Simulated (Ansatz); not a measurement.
Ansatz (an electronic-structure program) input file for H4PSi, SMILES [SiH3][PH], multiplicity 2, PBE-D3(BJ)/def2-TZVP. 

Ansatz 0.2 input:
```yaml
crystal:
  periodic: [false, false, false]
  atoms:
    - {symbol: Si, position_ang: [-0.97686358, -0.34304167, 0.07748428]}
    - {symbol: P, position_ang: [1.08408291, 0.47261790, -0.10377483]}
    - {symbol: H, position_ang: [-1.18081085, -0.93865696, 1.40046154]}
    - {symbol: H, position_ang: [-1.89792402, 0.77356094, -0.11722414]}
    - {symbol: H, position_ang: [-1.21365517, -1.37274749, -0.93760681]}
    - {symbol: H, position_ang: [1.70723638, -0.74884174, 0.12621180]}
basis:
  gaussian:
    orbitals: def2-TZVP
hamiltonian:
  xc: pbe
  dispersion: d3bj
magnetization: {spin_polarized: true, initial_magnetization: 1}
relax: {f_tol: 0.002, max_steps: 200}
```

It prints:

```
WARN ansatz: RAYON_NUM_THREADS=1 ignored (pool sized by the plan → 1); use --threads N
Functional definition: PBE
integrals: 0.03 GiB planned
698 factors; their error is unknown
mean field: 0.27 GiB planned
mean field evaluation 1: about -17220.9275 eV, gradient 1.2e1 eV
mean field evaluation 2: about -17221.4639 eV, gradient 1.0e1 eV
mean field evaluation 4: about -17222.2237 eV, gradient 7.9e-1 eV
mean field evaluation 8: about -17222.2186 eV, gradient 8.9e-2 eV
mean field evaluation 16: about -17222.2186 eV, gradient 1.4e-5 eV
mean field -17222.21863012 eV, -632.9048610179 hartree, gradient 1.4e-5 eV, S^2 0.754815; 0 other end points of the search recorded, 0 dependent functions left out
the calculation of the forces begins
reference -17222.21866779 eV, -632.9048624022 hartree; 17, 16 occupied and 81, 82 virtual orbitals, 698 factors
relax step   1: F+E_penalty+E_count = -17222.33088817 eV  Δ(F+E_penalty+E_count) = +0.000e0 eV  max|allowed force component| = 1.129e0 eV/Å  Δτ_max = 0.0000 Å  (27 SCF iters, accepted)
these checks for a lower state are left out or cut short: starts, cluster_reference, orbital_swaps, neighbouring_geometries, increment
integrals: 0.03 GiB planned
698 factors; their error is unknown
mean field: 0.27 GiB planned
mean field -17222.27814401 eV, -632.9070481131 hartree, gradient 1.7e-5 eV, S^2 0.754869; 0 other end points of the search recorded, 0 dependent functions left out
the calculation of the forces begins
reference -17222.27818177 eV, -632.9070495007 hartree; 17, 16 occupied and 81, 82 virtual orbitals, 698 factors
relax step   2: F+E_penalty+E_count = -17222.38973290 eV  Δ(F+E_penalty+E_count) = -5.884e-2 eV  max|allowed force component| = 2.806e-1 eV/Å  Δτ_max = 0.0570 Å  (28 SCF iters, accepted)
these checks for a lower state are left out or cut short: starts, cluster_reference, orbital_swaps, neighbouring_geometries, increment
integrals: 0.03 GiB planned
698 factors; their error is unknown
mean field: 0.27 GiB planned
mean field -17222.28428728 eV, -632.9072738741 hartree, gradient 1.7e-5 eV, S^2 0.754906; 0 other end points of the search recorded, 0 dependent functions left out
the calculation of the forces begins
reference -17222.28432515 eV, -632.9072752657 hartree; 17, 16 occupied and 81, 82 virtual orbitals, 698 factors
relax step   3: F+E_penalty+E_count = -17222.39530458 eV  Δ(F+E_penalty+E_count) = -5.572e-3 eV  max|allowed force component| = 1.035e-1 eV/Å  Δτ_max = 0.0587 Å  (28 SCF iters, accepted)
these checks for a lower state are left out or cut short: starts, cluster_reference, orbital_swaps, neighbouring_geometries, increment
integrals: 0.03 GiB planned
698 factors; their error is unknown
mean field: 0.27 GiB planned
mean field evaluation 32: about -17222.2954 eV, gradient 1.2e-3 eV
mean field -17222.28716334 eV, -632.9073795671 hartree, gradient 1.6e-5 eV, S^2 0.754897; 0 other end points of the search recorded, 0 dependent functions left out
the calculation of the forces begins
reference -17222.28720119 eV, -632.9073809583 hartree; 17, 16 occupied and 81, 82 virtual orbitals, 698 factors
relax step   4: F+E_penalty+E_count = -17222.39847495 eV  Δ(F+E_penalty+E_count) = -3.170e-3 eV  max|allowed force component| = 1.260e-2 eV/Å  Δτ_max = 0.0283 Å  (29 SCF iters, accepted)
these checks for a lower state are left out or cut short: starts, cluster_reference, orbital_swaps, neighbouring_geometries, increment
integrals: 0.03 GiB planned
698 factors; their error is unknown
mean field: 0.27 GiB planned
mean field -17222.28723331 eV, -632.9073821387 hartree, gradient 6.5e-5 eV, S^2 0.754897; 0 other end points of the search recorded, 0 dependent functions left out
the calculation of the forces begins
reference -17222.28727116 eV, -632.9073835296 hartree; 17, 16 occupied and 81, 82 virtual orbitals, 698 factors
relax step   5: F+E_penalty+E_count = -17222.39851319 eV  Δ(F+E_penalty+E_count) = -3.824e-5 eV  max|allowed force component| = 2.712e-3 eV/Å  Δτ_max = 0.0022 Å  (21 SCF iters, accepted)
these checks for a lower state are left out or cut short: starts, cluster_reference, orbital_swaps, neighbouring_geometries, increment
integrals: 0.03 GiB planned
698 factors; their error is unknown
mean field: 0.27 GiB planned
mean field -17222.28723285 eV, -632.9073821218 hartree, gradient 2.6e-5 eV, S^2 0.754896; 0 other end points of the search recorded, 0 dependent functions left out
the calculation of the forces begins
reference -17222.28727070 eV, -632.9073835127 hartree; 17, 16 occupied and 81, 82 virtual orbitals, 698 factors
relax step   6: F+E_penalty+E_count = -17222.39851603 eV  Δ(F+E_penalty+E_count) = -2.834e-6 eV  max|allowed force component| = 2.330e-4 eV/Å  Δτ_max = 0.0024 Å  (24 SCF iters, accepted)
integrals: 0.03 GiB planned
698 factors; their error is unknown
mean field: 0.27 GiB planned
mean field evaluation 64: about -17222.2872 eV, gradient 1.5e-5 eV
mean field -17222.28723285 eV, -632.9073821218 hartree, gradient 2.6e-5 eV, S^2 0.754896; 1 other end points of the search recorded, 0 dependent functions left out
the calculation of the forces begins
reference -17222.28727070 eV, -632.9073835127 hartree; 17, 16 occupied and 81, 82 virtual orbitals, 698 factors
Total energy: -17222.39855387 eV, -632.9114730938 hartree
Atom 0 at    -0.962661    -0.326695     0.074814 Å, force    -0.000086    -0.000185     0.000023 eV/Å
Atom 1 at     1.128193     0.509898    -0.108199 Å, force     0.000124     0.000141     0.000212 eV/Å
Atom 2 at    -1.172729    -0.937931     1.426878 Å, force    -0.000059     0.000080    -0.000000 eV/Å
Atom 3 at    -1.955931     0.773112    -0.117601 Å, force    -0.000029     0.000076    -0.000076 eV/Å
Atom 4 at    -1.203260    -1.383004    -0.960654 Å, force     0.000021    -0.000057     0.000075 eV/Å
Atom 5 at     1.688454    -0.792490     0.130314 Å, force     0.000029    -0.000055    -0.000233 eV/Å
Dipole moment:    -0.029739    -0.111060     0.021277 e Å
```

The run converged.
